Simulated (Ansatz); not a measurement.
The cation of `C=C[Si](N)(C=C)N(C)C` at the neutral geometry.

```yaml
crystal:
  periodic: [false, false, false]
  atoms:
    - {symbol: C, position_ang: [1.694120, -1.982301, -1.340913]}
    - {symbol: C, position_ang: [0.396862, -1.783589, -1.121958]}
    - {symbol: Si, position_ang: [-0.347200, -0.187787, -0.495614]}
    - {symbol: N, position_ang: [-0.742326, 0.944878, -1.731017]}
    - {symbol: C, position_ang: [-1.968692, -0.596932, 0.340071]}
    - {symbol: C, position_ang: [-3.017113, 0.222612, 0.381851]}
    - {symbol: N, position_ang: [0.821007, 0.573698, 0.518457]}
    - {symbol: C, position_ang: [1.514411, -0.161515, 1.549155]}
    - {symbol: C, position_ang: [0.723980, 1.981225, 0.828903]}
    - {symbol: H, position_ang: [2.432150, -1.223116, -1.094348]}
    - {symbol: H, position_ang: [2.079602, -2.902625, -1.772117]}
    - {symbol: H, position_ang: [-0.287508, -2.587752, -1.395962]}
    - {symbol: H, position_ang: [-0.022376, 1.233501, -2.375071]}
    - {symbol: H, position_ang: [-1.621128, 0.832632, -2.210496]}
    - {symbol: H, position_ang: [-2.056044, -1.547269, 0.867996]}
    - {symbol: H, position_ang: [-3.000863, 1.192257, -0.109195]}
    - {symbol: H, position_ang: [-3.933892, -0.028095, 0.909374]}
    - {symbol: H, position_ang: [1.543342, -1.226210, 1.316015]}
    - {symbol: H, position_ang: [2.550271, 0.189446, 1.647051]}
    - {symbol: H, position_ang: [1.035577, -0.041374, 2.533044]}
    - {symbol: H, position_ang: [1.724494, 2.426456, 0.905025]}
    - {symbol: H, position_ang: [0.173816, 2.505856, 0.047908]}
    - {symbol: H, position_ang: [0.212413, 2.159102, 1.787441]}
basis:
  gaussian: {orbitals: def2-TZVPP}
total_charge: 1
magnetization: {spin_polarized: true, initial_magnetization: 1}
hamiltonian: {xc: {name: wB97M-V}}
```

```sh
$ ansatz run in.yaml --threads 6 --pin off --events-out ev --progress --plain --backend cuda
```

Output, abridged:

```
Functional definition: wB97M-V
2507 factors; their error is unknown
640 factors; integrals over basis functions are off by at most 8.7e-6 eV
mean field evaluation 1: about -17284.4905 eV, gradient 6.0e1 eV
mean field evaluation 2: about -17290.5358 eV, gradient 4.7e1 eV
mean field evaluation 4: about -17299.3962 eV, gradient 2.5e0 eV
mean field evaluation 8: about -17299.4667 eV, gradient 1.8e-1 eV
mean field evaluation 16: about -17299.4477 eV, gradient 5.2e-3 eV
mean field -17299.44771123 eV, -635.7429774007 hartree, gradient 2.0e-5 eV, S^2 0.754824; 0 other end points of the search recorded, 0 dependent functions left out
reference -17299.44777786 eV, -635.7429798494 hartree; 39, 38 occupied and 447, 448 virtual orbitals, 2507 factors
Total energy: -17299.44777786 eV, -635.7429798494 hartree
```

Run time 11 s (6 threads of an AMD EPYC 7R13 on a shared host and a share of an NVIDIA H100 80 GB); peak host memory 1.5 GiB.
